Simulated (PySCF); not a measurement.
# Zn²⁺ (zinc, charge +2): PBE calculation

Configuration: [Ar] 3d9 4p1, one real determinant (an excited configuration). All numbers are calculated (PySCF 2.14, a scalar-relativistic core potential, in aug-cc-pVDZ-PP with ECP10MDF (5s5p4d2f, 54 functions)).

```json
{"Total energy": "-225.4572 hartree", "One-electron energy": "-386.3215 hartree", "Hartree (Coulomb) energy": "180.9276 hartree", "Exchange-correlation energy": "-20.0634 hartree", "⟨S²⟩": "2.0002", "⟨L²⟩": "8.006", "Sum of ⟨r⟩": "15.62 bohr", "Sum of ⟨r²⟩": "19.75 bohr²", "Traceless quadrupole moment −½Σ⟨3z² − r²⟩ along its main axis": "-2.64 e·bohr²"}
```

```json
{"shell": "3s α", "electrons": "1", "mean orbital energy (eV)": "-160.87", "spread (eV)": "0", "rms radius, mean of both spins (bohr)": "0.731"}
{"shell": "3s β", "electrons": "1", "mean orbital energy (eV)": "-159.29", "spread (eV)": "0", "rms radius, mean of both spins (bohr)": "0.731"}
{"shell": "3p α", "electrons": "3", "mean orbital energy (eV)": "-114.26", "spread (eV)": "2.191", "rms radius, mean of both spins (bohr)": "0.771"}
{"shell": "3p β", "electrons": "3", "mean orbital energy (eV)": "-112.70", "spread (eV)": "0.310", "rms radius, mean of both spins (bohr)": "0.771"}
{"shell": "3d α", "electrons": "5", "mean orbital energy (eV)": "-40.303", "spread (eV)": "2.579", "rms radius, mean of both spins (bohr)": "0.934"}
{"shell": "3d β", "electrons": "4", "mean orbital energy (eV)": "-38.973", "spread (eV)": "0.906", "rms radius, mean of both spins (bohr)": "0.934"}
{"shell": "4p α", "electrons": "1", "mean orbital energy (eV)": "-19.261", "spread (eV)": "0", "rms radius, mean of both spins (bohr)": "2.70"}
```

⟨L²⟩ = 8.01 against 12 for a pure F term, so this real determinant mixes terms. Energies and moments cover only the electrons outside the core potential.
